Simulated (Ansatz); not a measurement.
Abridged output of a molecular run in Ansatz:

```
Functional definition: HF
1143 factors; integrals over basis functions are off by at most 1.3e-3 eV
mean field evaluation 1: about -37947.9442 eV, gradient 3.5e1 eV
mean field evaluation 2: about -37947.9485 eV, gradient 3.5e1 eV
mean field evaluation 4: about -37951.1384 eV, gradient 3.5e0 eV
mean field evaluation 8: about -37951.1973 eV, gradient 2.2e-4 eV
mean field -37951.19727267 eV, -1394.6807755252 hartree, gradient 2.3e-6 eV, S^2 0.000000; 0 other end points of the search recorded, 0 dependent functions left out
21 core orbitals not correlated: weight in the atoms' cores, before any rotation towards them, 1.000 or more for the frozen orbitals, at most 0.000 for the correlated occupied ones
reference -37951.19727267 eV, -1394.6807755252 hartree; 16, 16 occupied and 84, 84 virtual orbitals, 1143 factors
second order -17.37503614 eV of doubles, -0.00000000 eV of singles
cycle   1  -18.62937375 eV  change    -1.3e0 eV  update   1.1e-1
cycle   2  -19.18800788 eV  change   -5.6e-1 eV  update   3.2e-2
cycle   3  -19.28987177 eV  change   -1.0e-1 eV  update   1.5e-2
cycle   4  -19.28733368 eV  change    2.5e-3 eV  update   3.6e-3
cycle   5  -19.28547963 eV  change    1.9e-3 eV  update   1.4e-3
cycle   6  -19.28519900 eV  change    2.8e-4 eV  update   4.6e-4
cycle   7  -19.28502075 eV  change    1.8e-4 eV  update   1.5e-4
cycle   8  -19.28500098 eV  change    2.0e-5 eV  update   5.2e-5
cycle   9  -19.28501979 eV  change   -1.9e-5 eV  update   1.8e-5
perturbative correction -0.54197748 eV, -0.0199173052 hartree
Total energy: -37971.02426994 eV, -1395.4094042357 hartree
```

Its atoms:

Z-matrix (Å, degrees):
```
Si
S 1 2.140
P 1 2.240 2 105.7
O 1 1.641 2 115.0 3 122.7
H 1 1.478 2 105.3 3 -122.8
H 2 1.345 1 94.5 3 -36.5
Si 3 2.253 1 94.8 2 -64.0
H 3 1.422 1 94.6 2 -160.2
H 4 0.959 1 118.1 2 -63.4
H 7 1.487 3 113.4 1 -29.5
H 7 1.487 3 107.6 1 -150.3
H 7 1.483 3 107.8 1 91.8
```

Task: Which basis set was used?
A. cc-pV(T+d)Z
B. def2-TZVPP
C. cc-pV(Q+d)Z
D. def2-SVP

Result: D. It gives 121 functions.

Task: Write the keys of the input that set method, charge and spin (a neutral closed shell needs none for the last two).

Result: 
```yaml
correlation: {method: ccsd_t}
```
